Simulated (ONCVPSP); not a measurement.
**N: from the effect back to the setting (ONCV)**

Base potential:

```
Element                 : nitrogen (N)
Generator               : ONCVPSP 4.0.1
Type                    : optimised norm-conserving Vanderbilt (ONCV)
Functional              : Wu-Cohen
Relativity              : scalar-relativistic
Frozen core             : [He]
Valence charge          : 5
Reference configuration : 2s2 2p3
Partial waves           : 2s: rc 1.00 bohr, ncon 4, nbas 7, qcut 7.9 1/bohr, 2 projectors, debl 2.9 Ha; 2p: rc 2.35 bohr, ncon 4, nbas 8, qcut 6.8 1/bohr, 2 projectors, debl 2.9 Ha; d scattering state at 0.25 Ha: rc 1.90 bohr, ncon 3, nbas 7, qcut 4.4 1/bohr, 2 projectors, debl 3.3 Ha
Local potential         : polynomial inside 0.75 bohr (lpopt 5, dvloc0 3 Ha)
Core correction         : none
```

Cutoffs, loose and tight: the cutoffs (Ha) at which the residual kinetic energy of the hardest occupied pseudo-wave falls to 1 and 0.1 mHa per electron. They do not see the model core or the augmentation charge, which bear on the density cutoff. Test errors are all-electron minus pseudo excitation energies from the reference, over the configurations 2s2 2p2; 2s2 2p1; 2s2 2p0; 2s0 2p5; variants that change the core or the reference have their own tests.

Only the scale of all radii (base = 1) is moved:

```csv
scale of all radii (base = 1),"cutoff, loose","cutoff, tight",bound ghosts,largest test error (meV),median size of the test errors
0.79,29 Ha,58 Ha,none,+1423,211.3 meV
0.86,30 Ha,65 Ha,none,+1747,267.5 meV
1,28 Ha,63 Ha,none,+2561,411.3 meV
1.08,26 Ha,47 Ha,none,+2993,489.4 meV
1.15,25 Ha,32 Ha,none,+3429,564.2 meV
1.25,22 Ha,28 Ha,none,+4327,732.3 meV
1.31,21 Ha,27 Ha,none,+4381,738.0 meV
```

Problem. One more run gave cutoff, loose: 29 Ha; cutoff, tight: 88 Ha; bound ghosts: none; largest test error (meV): +2150; median size of the test errors: 337.8 meV. Which value of the scale of all radii (base = 1) was used?

Solution. 0.94. The median size of the test errors moves one way along this sweep, from 211.3 meV at 0.79 to 738.0 meV at 1.31, which places the run between 0.86 and 1.
